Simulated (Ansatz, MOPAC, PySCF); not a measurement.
Pair of molecules: H2S (SMILES S) (first 3 atoms) with CHN (SMILES C#N); geometry from B3LYP-D3(BJ)/def2-TZVP, rigid monomers moved along the line of their centres of mass till H2···N5 is 2.14 Å.
(charge 0, multiplicity 1):
```json
[
 {"atom": "S", "x (Å)": "0.2190", "y (Å)": "0.0231", "z (Å)": "-0.8022"},
 {"atom": "H", "x (Å)": "0.3110", "y (Å)": "-0.0499", "z (Å)": "0.5374"},
 {"atom": "H", "x (Å)": "-0.0105", "y (Å)": "-1.2940", "z (Å)": "-0.9229"},
 {"atom": "C", "x (Å)": "0.5616", "y (Å)": "-0.1040", "z (Å)": "3.8091"},
 {"atom": "N", "x (Å)": "0.4604", "y (Å)": "-0.1587", "z (Å)": "2.6697"},
 {"atom": "H", "x (Å)": "0.6556", "y (Å)": "-0.0534", "z (Å)": "4.8708"}
]
```

Monomers are frozen at their geometry in the pair; levels with a basis set take the counterpoise correction. Rows marked so take none.

Correlated levels freeze the cores. CBS(a, b) extrapolates the correlation energy as X⁻³ and adds the Hartree–Fock energy of set b. Rows in 3-21G, 6-311+G**, 6-31G* carry no dispersion term and start afresh at each structure (6-31G* with six Cartesian d functions). The state that AM1, PM6, PM7 reach isn't checked; PM7 holds dispersion and hydrogen-bond terms.

The values were computed with Ansatz (an electronic-structure program); MOPAC for AM1, PM6, PM7 (differences of heats of formation); PySCF for 3-21G rows, 6-311+G** rows, 6-31G* rows, the dispersion terms. 

Other levels give for the interaction energy: PBE/def2-TZVPPD -1.66; B3LYP/def2-TZVPPD -0.87; B3LYP-D3(BJ)/def2-TZVPPD -1.86; wB97M-V/def2-TZVPPD -1.51; CCSD(T)/CBS(aug-cc-pV(D+d)Z, aug-cc-pV(T+d)Z) -1.79 kcal/mol.

Common cheap choices:

| level | interaction energy (kcal/mol) | less -1.79 (CCSD(T)/CBS(aug-cc-pV(D+d)Z, aug-cc-pV(T+d)Z)) |
|---|---|---|
| AM1 | 1.10 | 2.89 |
| PM6 | -1.93 | -0.14 |
| PM7 | -2.56 | -0.77 |
| HF/6-31G* | -0.01 | 1.78 |
| BP86/6-31G* (no counterpoise) | -1.89 | -0.10 |
| B3LYP/3-21G (no counterpoise) | -4.42 | -2.63 |
| B3LYP/6-31G* | -1.24 | 0.55 |
| B3LYP/6-311+G** (no counterpoise) | -1.40 | 0.39 |
